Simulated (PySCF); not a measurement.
**J couplings in C$_{5}$H$_{6}$F$_{2}$O**

Cartesian coordinates in Å; atom numbers follow the order of the lines, from 1:
```xyz
14

F     2.4680   -0.9928    0.7688
C     1.9227    0.0858    0.1257
C     0.4468   -0.0512    0.0052
C    -0.3813   -0.9581    0.5049
C    -1.7861   -0.6118    0.1279
O    -1.6558    0.4915   -0.7704
C    -0.3833    0.9943   -0.7012
F    -0.3612    2.1662    0.0648
H     2.1803    0.9787    0.7094
H     2.3955    0.1461   -0.8626
H    -0.1301   -1.8180    1.0951
H    -2.3040   -1.4162   -0.4019
H    -2.3798   -0.3237    1.0050
H    -0.0325    1.3088   -1.6927
```

Couplings: B3LYP/pcJ-1 (spin–dipole term only in couplings to heteroatoms) in PySCF, geometry GFN2-xTB; gas phase, one conformer, non-relativistic. Couplings are averaged over pairs made equivalent by symmetry, fast rotation or ring inversion, so a value needn't be that of the named pair in this geometry, while other rotamers aren't included; one pair stands for each set, and the list holds a selection of those of at least 1.5 Hz over up to four bonds, among pairs with at least one F or C or H atom (others weren't computed). One-bond C–F couplings come out tens of Hz too large with common functionals.

Isotopes: $^{13}$C, $^{19}$F, $^{1}$H, $^{17}$O. Couplings to quadrupolar nuclei such as 17O and 33S are rarely resolved in practice.

```tsv
pair	bonds	J (Hz)
F1, C2	1	-226.7
C2, C3	1	55.5
C2, H9	1	157.2
C2, H10	1	153.6
C3, C4	1	?
C3, C7	1	48.0
C4, C5	1	40.6
C4, H11	1	?
C5, O6	1	23.3
C5, H12	1	156.9
C5, H13	1	153.0
O6, C7	1	27.5
C7, F8	1	-268.2
C7, H14	1	189.1
F1, H9	2	52.1
F1, H10	2	?
C3, C5	2	3.3
C4, C7	2	?
O6, H14	2	-17.0
F8, H14	2	?
C3, H13	3	5.0
C4, H14	3	3.7
H11, H12	3	?
F8, H10	4	?
H9, H11	4	-3.3
H10, H11	4	?
```

Estimate the withheld couplings, with signs.

Results:


- $^{1}J$(C3,C4) = 80.2 Hz (bond length 1.326 Å)
- $^{1}J$(C4,H11) = 179.7 Hz (bond length 1.073 Å, sp2 carbon)
- $^{2}J$(F1,H10) = 52.6 Hz (angle at C2 107°)
- $^{2}J$(C4,C7) = 4.3 Hz (angle at C3 108°)
- $^{2}J$(F8,H14) = 77.8 Hz (angle at C7 104°)
- $^{3}J$(H11,H12) = 2.4 Hz (dihedral angle 56°)
- $^{4}J$(F8,H10) = -3.3 Hz
- $^{4}J$(H10,H11) = -2.9 Hz
